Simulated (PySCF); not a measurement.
Cartesian coordinates (Å):
SMILES: C[SiH]=[SiH2]
```xyz
9

C      1.5675    -0.2210     0.1570
Si    -0.0419     0.6819    -0.1390
Si    -1.9730    -0.2447    -0.0413
H      1.4132    -1.2993     0.0971
H      1.9772     0.0215     1.1401
H      2.3053     0.0638    -0.5972
H      0.0480     2.1518     0.0468
H     -3.1824     0.5447    -0.3697
H     -2.1139    -1.6987    -0.2938
```
Charge 0, multiplicity 1.

Task: Predict the total energy, HOMO, dipole moment, HOMO–LUMO gap and LUMO from PBE0-D3(BJ)/def2-TZVP (PySCF).

Result: 
- total energy = -16881.50 eV
- HOMO = -5.73 eV
- dipole moment = 1.39 D
- HOMO–LUMO gap = 4.15 eV
- LUMO = -1.58 eV
